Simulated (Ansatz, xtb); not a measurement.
**Relative energy of two isomers of C4H7BOSi**

Structure I is `Bc1occc1[SiH3]`, a singlet and structure II is `Bc1cocc1[SiH3]`, a singlet. Both are isolated molecules in the gas phase, relaxed with B3LYP/def2-SVP; the shapes shown needn't be the lowest conformers.

I (Å):

```yaml
atoms:
  - { symbol: C, position_ang: [0.1177, 0.7483, 0.0783] }
  - { symbol: C, position_ang: [-1.2606, 0.9143, -1.6323] }
  - { symbol: C, position_ang: [-2.0615, 0.7343, -0.5282] }
  - { symbol: C, position_ang: [-1.1794, 0.6254, 0.5873] }
  - { symbol: B, position_ang: [1.4836, 0.7198, 0.7368] }
  - { symbol: O, position_ang: [0.0275, 0.9251, -1.2939] }
  - { symbol: Si, position_ang: [-1.6743, 0.3668, 2.3854] }
  - { symbol: H, position_ang: [2.4882, 0.8487, 0.0864] }
  - { symbol: H, position_ang: [1.5453, 0.5647, 1.9313] }
  - { symbol: H, position_ang: [-1.4885, 1.0436, -2.6893] }
  - { symbol: H, position_ang: [-3.1489, 0.6868, -0.5224] }
  - { symbol: H, position_ang: [-1.2107, 1.4970, 3.2386] }
  - { symbol: H, position_ang: [-1.1118, -0.9051, 2.9202] }
  - { symbol: H, position_ang: [-3.1633, 0.2984, 2.4389] }
```

II (Å):

```yaml
atoms:
  - { symbol: C, position_ang: [0.0599, 0.4564, 0.1337] }
  - { symbol: C, position_ang: [0.1441, 0.6030, -1.2371] }
  - { symbol: C, position_ang: [-1.9057, 1.1342, -0.7326] }
  - { symbol: C, position_ang: [-1.3231, 0.8167, 0.4592] }
  - { symbol: B, position_ang: [1.2106, 0.0099, 1.0321] }
  - { symbol: O, position_ang: [-1.0184, 1.0062, -1.7675] }
  - { symbol: Si, position_ang: [-2.1591, 0.8492, 2.1351] }
  - { symbol: H, position_ang: [2.2872, -0.2415, 0.5464] }
  - { symbol: H, position_ang: [1.0661, -0.0974, 2.2260] }
  - { symbol: H, position_ang: [0.9657, 0.4520, -1.9354] }
  - { symbol: H, position_ang: [-2.9044, 1.4590, -1.0151] }
  - { symbol: H, position_ang: [-1.4773, 1.8038, 3.0554] }
  - { symbol: H, position_ang: [-2.1511, -0.5026, 2.7641] }
  - { symbol: H, position_ang: [-3.5723, 1.2868, 1.9398] }
```

Energies in hartree; the thermal terms are from GFN2-xTB frequencies at re-optimised GFN2-xTB minima (ideal gas, soft modes damped towards free rotors, one conformer each, 298.15 K, 1 atm) and include the zero-point energy:

```
                              I           II
E, CCSD(T)/def2-SVP  −544.682367  −544.681414
    E, MP2/def2-SVP  −544.590246  −544.588316
  E, MP2/def2-TZVPP  −545.181329  −545.179130
  zero-point energy     0.092832     0.092667
       H(298 K) − E     0.101864     0.101755
       G(298 K) − E     0.060551     0.060394
```

Q: Correct the CCSD(T) difference for the basis set by the MP2 change, then work out ΔE, ΔE₀, ΔH and ΔG for I → II in kJ/mol (1 Eh = 2625.50 kJ/mol) and the equilibrium ratio [II]/[I].

A: 1. Differences II − I: CCSD(T) +0.000953, MP2 in the small set +0.001930, MP2 in the large set +0.002199 Eh.
2. ΔE = +0.000953 + (+0.002199 − (+0.001930)) = +0.001222 Eh = +3.21 kJ/mol.
3. ΔE₀ = ΔE + ΔZPE = +0.001222 + (−0.000165) Eh = +2.78 kJ/mol.
4. ΔH = ΔE + (−0.000109) Eh = +2.92 kJ/mol.
5. ΔG = ΔE + (−0.000157) Eh = +2.80 kJ/mol, so ΔS = (ΔH − ΔG)/T = +0.4 J/(mol K).
6. kT = 0.9442 mEh, so K = [II]/[I] = exp(−ΔG/kT) = exp(−1.13) ≈ 0.32.

The two are too close for this level to say which is favoured. An error of 4 kJ/mol in ΔG would change K by a factor of 5. Mirror images and further conformers aren't counted.

As drawn, both hold the same kinds of bond in the same numbers.

Other levels gave ΔE = +11.3 (GFN2-xTB); +7.5 (HF/STO-3G, GFN2-xTB geometries); +10.5 (r2SCAN-D4/def2-SVP, GFN2-xTB geometries); +8.5 (B3LYP/def2-SVP); −4.4 (HF/def2-SVP); +5.1 (MP2/def2-SVP); +2.5 (CCSD(T)/def2-SVP) kJ/mol. The correlated steps freeze 11 core orbitals. Programs: Ansatz 0.2.0, xtb 6.7.1.
